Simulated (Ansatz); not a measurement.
Geometry optimisation, RKS PBE0-D4/def2-SVP in Ansatz.

Input file:

```yaml
crystal:
  periodic: [false, false, false]
  atoms:
    - { symbol: Zr, position_ang: [-0.091437, 0.134222, -0.064523] }
    - { symbol: O, position_ang: [-0.159109, -0.064625, 1.95212] }
    - { symbol: H, position_ang: [-0.854407, -0.041686, 2.616379] }
    - { symbol: "N", position_ang: [1.82737, 0.098981, -0.656471] }
    - { symbol: H, position_ang: [2.444823, -0.69269, -0.477815] }
    - { symbol: H, position_ang: [2.342559, 0.827439, -1.147821] }
    - { symbol: F, position_ang: [-0.822214, 1.799908, -0.628841] }
    - { symbol: F, position_ang: [-1.084141, -1.314667, -0.818068] }
    - { symbol: Cl, position_ang: [1.84734, -2.676973, 1.408636] }
    - { symbol: H, position_ang: [1.256115, -1.73771, 2.152503] }
basis:
  gaussian: { orbitals: def2-SVP }
hamiltonian:
  xc: pbe0
  dispersion: d4
relax:
  f_tol: 0.03
  max_steps: 50
```

Command:

```bash
$ ansatz run input.yaml --threads 4 --pin off --max-ram 5120MiB --backend cpu --events-out ev --progress --plain --runs-dir out
```

Where does it end, and by what steps?

The forces met the threshold. After 49 steps the energy has fallen by 1.140 eV; F7 moved furthest, 1.73 Å. Parted: Cl9–H10 (1.34 → 2.64 Å). Joined: Zr1–Cl9 (3.72 → 2.41 Å), O2–H10 (2.20 → 0.97 Å).

| step | energy less start (eV) | largest force component (eV/Å) | accepted |
| --- | --- | --- | --- |
| 0 | 0.0000 | 1.320 | yes |
| 2 | -0.1371 | 0.429 | yes |
| 4 | -0.1533 | 0.106 | yes |
| 6 | -0.1606 | 0.198 | yes |
| 8 | -0.1697 | 0.339 | yes |
| 10 | -0.1777 | 0.131 | yes |
| 12 | -0.1801 | 0.046 | yes |
| 14 | -0.1829 | 0.284 | yes |
| 16 | -0.3842 | 1.853 | yes |
| 18 | -0.8941 | 1.981 | yes |
| 20 | -0.9169 | 2.007 | no |
| 22 | -1.0212 | 0.361 | yes |
| 24 | -1.0347 | 0.181 | yes |
| 26 | -1.0414 | 0.036 | yes |
| 28 | -1.0437 | 0.116 | yes |
| 30 | -1.0454 | 0.070 | yes |
| 32 | -1.0466 | 0.130 | yes |
| 34 | -1.0488 | 0.277 | yes |
| 36 | -1.0531 | 0.185 | yes |
| 38 | -1.0602 | 0.161 | yes |
| 40 | -1.0685 | 0.346 | yes |
| 42 | -1.0899 | 0.182 | yes |
| 44 | -1.1138 | 0.687 | yes |
| 46 | -1.1327 | 0.185 | yes |
| 48 | -1.1393 | 0.054 | yes |
| 49 | -1.1396 | 0.010 | yes |

```xyz
10
Properties=species:S:1:pos:R:3
Zr 0.150 -0.795 -0.156
O 0.592 0.121 2.008
H -0.189 0.621 2.282
N 1.893 0.114 -0.572
H 2.388 0.055 -1.460
H 2.407 0.718 0.065
F -1.330 0.384 0.228
F -0.245 -1.486 -1.883
Cl 0.350 -2.791 1.189
H 0.690 -0.610 2.636
```

Whether the end is a true minimum wasn't checked by a vibrational analysis.

Time of the run: 54 s on 4 threads of AMD EPYC 9R45 96-Core Processor (Zen 5), on a shared host, peak memory 0.35 GiB.
